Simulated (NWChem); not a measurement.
System: C3H5ClSi; SMILES C(=C=CCl)[SiH3]

Input file for NWChem:

```
start job
memory heap 200 mb stack 900 mb global 1100 mb
geometry units angstroms noautoz
  Si     0.413006     2.505527    -0.085664
  C     -0.718581     1.132305     0.521249
  C     -0.686849    -0.078929     0.025420
  C     -0.635626    -1.274777    -0.505681
  Cl     0.396281    -2.533451     0.094852
  H      1.288941     1.977597    -1.169791
  H      1.246292     3.010973     1.047356
  H     -0.408095     3.643120    -0.602014
  H     -1.435170     1.347240     1.328160
  H     -1.247039    -1.564175    -1.364676
end
basis spherical
  * library sto-3g
end
dft
  xc b3lyp
  iterations 150
  mulliken
end
task dft energy
```

All runs use the structure optimised with PBE0/def2-SVP.

**Question.** What results follow from this input? (B3LYP/STO-3G.) Quantities: basis functions; energy (Ha); highest occupied level (eV); orbital gap (eV); dipole (D).

**Answer.** 
| Item | Value |
|---|---|
| number of basis functions | 38 |
| energy (Ha) | -857.15 |
| highest occupied level (eV) | -5.04 |
| orbital gap (eV) | 6.88 |
| dipole (D) | 2.46 |
